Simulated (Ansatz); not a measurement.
Reaction (substitution at a C–C bond): `CCCCOC(=O)CCCl` + `S[SiH2][SeH]` → `CS[SiH2][SeH]` + `CCCOC(=O)CCCl`

Program: Ansatz. Geometries: PBE0-D4/def2-TZVP. ΔE: electronic, gas phase. CCSD(T)/CBS is the MP2 limit (def2-TZVPP, def2-QZVPP) plus CCSD(T) − MP2 in def2-TZVPP, frozen cores. DFT in def2-TZVPP. B3LYP here is the variant with VWN-RPA as its local correlation; programs differ in this. For Se outer-core shells are correlated without core-valence functions, which leaves a few kJ/mol of doubt a bond. Scalar relativity is left out up to krypton. Each species was taken in one conformer, which may not be the lowest.

```csv
level,ΔE (kcal/mol),difference from CCSD(T)/CBS
PBE-D4,1.0,-1.0
r2SCAN-D4,1.6,-0.4
PBE0-D4,1.5,-0.5
B3LYP-D4,1.3,-0.7
ωB97X-V,2.1,0.1
ωB97M-V,2.1,0.1
B2PLYP,1.5,-0.5
PBE,0.8,-1.2
r2SCAN,1.4,-0.6
PBE0,1.3,-0.7
B3LYP,1.1,-0.9
HF/def2-TZVPP,2.0,0.0
MP2/def2-TZVPP,2.2,0.2
SCS-MP2/def2-TZVPP,2.1,0.1
CCSD/def2-TZVPP,2.9,0.9
CCSD(T)/def2-TZVPP,2.7,0.7
HF/def2-QZVPP,2.0,0.0
MP2/def2-QZVPP,1.8,-0.2
SCS-MP2/def2-QZVPP,1.7,-0.3
HF/CBS(def2),2.0,0.0
MP2/CBS(def2),1.5,-0.5
CCSD/CBS(def2),2.2,0.2
CCSD(T)/CBS,2.0,0
```

Largest T1 diagnostic among the species: 0.012.
